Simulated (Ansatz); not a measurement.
Job for Ansatz (a first-principles code): R-PBE/def2-TZVPPD on CH7GeNO (a complex), monomers drawn apart or pushed together. Files ending in .json are basis or fitting sets from the Basis Set Exchange.

Ansatz 0.2 input:
```yaml
crystal:
  periodic: [false, false, false]
  atoms:
    - {symbol: Ge, position_ang: [-0.15182131, -0.51402076, -0.00192693]}
    - {symbol: H, position_ang: [-1.49489666, 0.14345315, 0.32297864]}
    - {symbol: H, position_ang: [0.05049723, -0.53408449, -1.53086324]}
    - {symbol: H, position_ang: [-0.07597583, -1.94448337, 0.53690278]}
    - {symbol: H, position_ang: [0.99626272, 0.32648531, 0.59237580]}
    - {symbol: N, position_ang: [1.21521208, 0.71301016, 4.15244415]}
    - {symbol: C, position_ang: [0.09135693, 0.03258486, 4.47661389]}
    - {symbol: O, position_ang: [-0.65610678, -0.49272948, 3.68043552]}
    - {symbol: H, position_ang: [1.47395733, 0.80694746, 3.18264135]}
    - {symbol: H, position_ang: [1.79441488, 1.12774194, 4.86048042]}
    - {symbol: H, position_ang: [-0.08632418, -0.00054990, 5.56663905]}
basis:
  gaussian:
    orbitals: def2-TZVPPD.json
hamiltonian:
  xc: {name: PBE}
scf: {lower_state_search: off}
```

Program output:

```
Functional definition: PBE
[...]
these checks for a lower state are left out or cut short: stability, starts, cluster_reference, orbital_swaps, neighbouring_geometries, increment
integrals: 0.23 GiB planned
1323 factors; their error is unknown
mean field: 1.52 GiB planned
mean field evaluation 1: about -61184.4742 eV, gradient 7.4e1 eV
mean field evaluation 2: about -61142.5099 eV, gradient 1.5e2 eV
mean field evaluation 4: about -61193.6223 eV, gradient 1.6e1 eV
mean field evaluation 8: about -61194.1119 eV, gradient 9.2e-2 eV
mean field evaluation 16: about -61194.0960 eV, gradient 6.7e-5 eV
mean field -61194.09601738 eV, -2248.8415497905 hartree, gradient 3.6e-6 eV, S^2 0.000000; 0 other end points of the search recorded, 0 dependent functions left out
reference -61194.09607175 eV, -2248.8415517887 hartree; 30, 30 occupied and 257, 257 virtual orbitals, 1323 factors
Total energy: -61194.09607175 eV, -2248.8415517887 hartree
Checks for a lower state left out: stability, starts, cluster_reference, orbital_swaps, neighbouring_geometries, increment
```

Self-consistency was reached.

Cost: very roughly 5 core-seconds.
